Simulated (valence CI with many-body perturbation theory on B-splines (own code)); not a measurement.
Results of a calculation; reference values are marked as such.
# Sensitivity of CI+MBPT for Mn III

Level of theory: configuration interaction combined with many-body perturbation theory (CI+MBPT): five valence electrons over a frozen Dirac-Fock core [Ar], a basis of 6 s, 6 p, 5 d, 5 f, 1 g functions for each j, with the one-electron correlation potential Σ1, the two-electron term Σ2, the three-electron term Σ3, Breit, model QED; selected CI, second order for the rest, scaled by the run's own slope (own B-spline code, finite nucleus).

Set against measurement, 20 paired levels are off by 431 cm⁻¹ on average, the worst by 1418. These come from a selection out of Corliss and Sugar, J. Phys. Chem. Ref. Data 6, 1253 (1977). Levels without a partner in it may be off by more, other configurations by 1,000 to 8,000 cm⁻¹. Among the levels kept, up to 820 cm⁻¹ of a level comes from second order outside the variational space, and about a tenth of that is noise between levels of different J, which matters for small intervals. Only levels of the ground parity were solved; by the run's estimate the other parity begins above the list, which can be wrong where configurations are misplaced.

The reference run has the lowest level 3d5 6S_5/2 and an ionisation energy of 32.5939 eV. Its largest variational space holds 10020 state functions.

Changed runs:
A. hole-hole ladder in Σ2 on → off; factor on the speed of light 1 → 100; QED terms on → off
B. size limit of the variational space 10000 → 3000; second order for the rest on → off
C. Breit term on → off; QED terms on → off; shift of the energy in Σ1 (hartree) 0 → 0.544
D. correlating orbitals by l 3 3 3 3 1 → 2 2 1 1 0; natural orbitals for correlation on → off (bad on purpose)

Excitation energies of the reference run in cm⁻¹, and shifts in cm⁻¹:

| Level | Reference | A | B | C | D |
| --- | --- | --- | --- | --- | --- |
| 3d5 4G_11/2 | 26193 | -184 | -791 | +166 | +2548 |
| 3d5 4G_5/2 | 26221 | -208 | +1037 | +74 | +2552 |
| 3d5 4G_7/2 | 26224 | -213 | +1035 | +100 | +2549 |
| 3d5 4G_9/2 | 26225 | -208 | +31 | +130 | +2540 |
| 3d5 4P_5/2 | 29565 | +2721 | +1817 | +88 | +4262 |
| 3d5 4P_3/2 | 29603 | +2682 | +157 | +90 | +4271 |
| 3d5 4P_1/2 | 29633 | +2645 | -1171 | +103 | +4304 |
| 3d5 4D_7/2 | 32218 | +1105 | +1279 | +130 | +3431 |
| 3d5 4D_1/2 | 32271 | +1051 | -1269 | +99 | +3445 |
| 3d5 4D_5/2 | 32298 | +1026 | +1302 | +134 | +3480 |
| 3d5 4D_3/2 | 32298 | +1027 | -185 | +116 | +3468 |
| 3d5 2I_11/2 | 37756 | -1256 | -482 | +177 | +3337 |
| Ionisation energy (eV) | 32.5939 | +0.1256 | -0.2796 | +0.1517 | +0.9487 |
